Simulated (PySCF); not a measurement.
Germanium: a sound run and one with changed settings

Sound run: Ge [Ar] 3d10 4s2 4p2, Ge⁺ [Ar] 3d10 4s2 4p1. Computed with PySCF 2.14 in jorge-DZP-DKH (8s6p2d1f, 43 functions), with scalar relativity by spin-free X2C-1e. In the sound run the correlated levels freeze [Ar] 3d10. The sound run starts from symmetry-adapted Hartree-Fock orbitals and uses a fine grid where one is needed.

Changed run: all electrons correlated in a basis built for the valence shell.

| species | method | sound run (hartree) | changed run (hartree) | converged |
| --- | --- | --- | --- | --- |
| Ge | MP2 | -2096.95538 | -2097.52122 | yes |
| Ge⁺ | MP2 | -2096.68680 | -2097.25178 | yes |

Ionisation energy of Ge:

```json
{"method": "UHF", "sound run (eV)": "7.336", "changed run (eV)": "7.336"}
{"method": "MP2", "sound run (eV)": "7.309", "changed run (eV)": "7.332"}
{"method": "SCS-MP2", "sound run (eV)": "7.264", "changed run (eV)": "7.271"}
```

A valence basis has no tight correlating functions, so it recovers only part of the core correlation, and not evenly between atom and ion.

For comparison, NIST gives 7.899 eV between the lowest levels.
